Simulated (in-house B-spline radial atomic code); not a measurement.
**Ionising Pr3+ with different functionals**

Computed with an all-electron radial atomic-structure program (B-spline basis): scalar-relativistic (spin-free X2C) Hamiltonian, Fermi nucleus of rms radius 4.8919 fm, spin-polarised at highest spin, spherical fractional occupations for the functionals, and exact exchange of hybrids averaged over the configuration. The ionisation energy is the difference of two self-consistent energies, [Xe] 4f2 → [Xe] 4f1, without Breit or QED terms; ε is the level of the shell that loses the electron (its least bound occupied spin orbital). There is no spin-orbit coupling in this Hamiltonian.

```json
{"method": "PBE0", "rung": "global hybrid", "ΔSCF (eV)": "39.09", "-ε(4f) (eV)": "33.02"}
{"method": "B3LYP", "rung": "global hybrid", "ΔSCF (eV)": "?", "-ε(4f) (eV)": "?"}
{"method": "TPSSh", "rung": "global hybrid", "ΔSCF (eV)": "39.08", "-ε(4f) (eV)": "31.23"}
{"method": "BHandHLYP", "rung": "global hybrid", "ΔSCF (eV)": "?", "-ε(4f) (eV)": "?"}
{"method": "r2SCAN0", "rung": "global hybrid", "ΔSCF (eV)": "38.83", "-ε(4f) (eV)": "32.80"}
{"method": "B97-1", "rung": "global hybrid", "ΔSCF (eV)": "39.09", "-ε(4f) (eV)": "32.53"}
{"method": "HSE06", "rung": "range-separated hybrid", "ΔSCF (eV)": "39.03", "-ε(4f) (eV)": "32.54"}
{"method": "wB97X", "rung": "range-separated hybrid", "ΔSCF (eV)": "38.97", "-ε(4f) (eV)": "35.39"}
{"method": "CAM-B3LYP", "rung": "range-separated hybrid", "ΔSCF (eV)": "39.11", "-ε(4f) (eV)": "34.44"}
{"method": "LC-wPBE", "rung": "range-separated hybrid", "ΔSCF (eV)": "39.30", "-ε(4f) (eV)": "35.64"}
```

Q: What does BHandHLYP give?

A: ΔSCF 38.46 eV, and -ε(4f) = 35.43 eV.

Q: What does B3LYP give?

A: ΔSCF 39.18 eV, and -ε(4f) = 32.50 eV.

Q: Among the functionals, which spreads more, the ΔSCF values or the orbital energies?

A: The orbital energies: ΔSCF values span about 0.84 eV and the orbital energies 4.41 eV; here energy differences depend much less on the functional than eigenvalues do.

Q: How do they compare with the NIST value?

A: NIST lists 38.98 eV ± 0.025 (semi-empirical, ground level to ground level). Errors run from -0.52 to +0.32 eV; wB97X is closest (-0.01 eV), but part of that can be cancellation, since the calculations leave out spin-orbit coupling, Breit-QED terms, multiplet and fine-structure energies.
